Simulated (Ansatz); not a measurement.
CH$_{3}$AlClFSi (`[F][Al]1[CH2][SiH]1Cl`) at its PBE0-D4/def2-TZVP geometry, where that method's forces vanish. Charge 0, multiplicity 1.

```xyz
8

F     2.1846   -1.3484    1.8245
Al    1.1720   -0.6139    0.7606
C    -0.6032    0.1668    0.6794
Si    0.1149    0.3084   -1.0792
Cl   -0.9873   -0.3849   -2.6769
H    -1.2053    0.9464    1.1434
H    -1.1614   -0.7883    0.7364
H     0.4857    1.7139   -1.3881
```

Question: What forces (eV/Å) does PBE-D4/def2-TZVPP give on these atoms in Ansatz? (Best estimate.)

Answer: The calculation gave: 
```
F1   0.344 -0.257  0.383
Al2 -0.092  0.129 -0.251
C3  -0.016  0.052  0.077
Si4  0.130 -0.023 -0.080
Cl5 -0.170 -0.086 -0.236
H6  -0.145  0.159  0.090
H7  -0.097 -0.153  0.036
H8   0.046  0.178 -0.019
```
